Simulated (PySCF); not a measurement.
## Radial density of Au⁵⁵⁺ (gold, charge +55)

UHF, [Ar] 3d6, high-spin 5D determinant. Computed with PySCF 2.14 in an uncontracted even-tempered set (17 s from 14 bohr⁻², ratio 2.5; 13 p from 18 bohr⁻², ratio 2.5; 7 d from 18 bohr⁻², ratio 2.5; 4 f from 70 bohr⁻², ratio 2.7; 3 g from 110 bohr⁻², ratio 2.7), with scalar relativity by spin-free X2C-1e.

```csv
r (bohr),4πr²ρ (e/bohr),4πr²(ρα − ρβ)
0.0144,106.0,0.0138
0.0242,96.12,0.2089
0.0407,132.6,1.9276
0.0684,119.9,10.6663
0.115,88.84,26.3962
0.194,76.25,17.4869
0.326,6.137,1.2849
0.548,0.02164,0.0052
```

Densities and radii are taken from the X2C orbitals without a picture-change correction, which distorts them close to the nucleus.

Spin-orbit coupling is strong in this species (close to jj coupling), so the high-spin LS determinant is a model state, not a physical level.
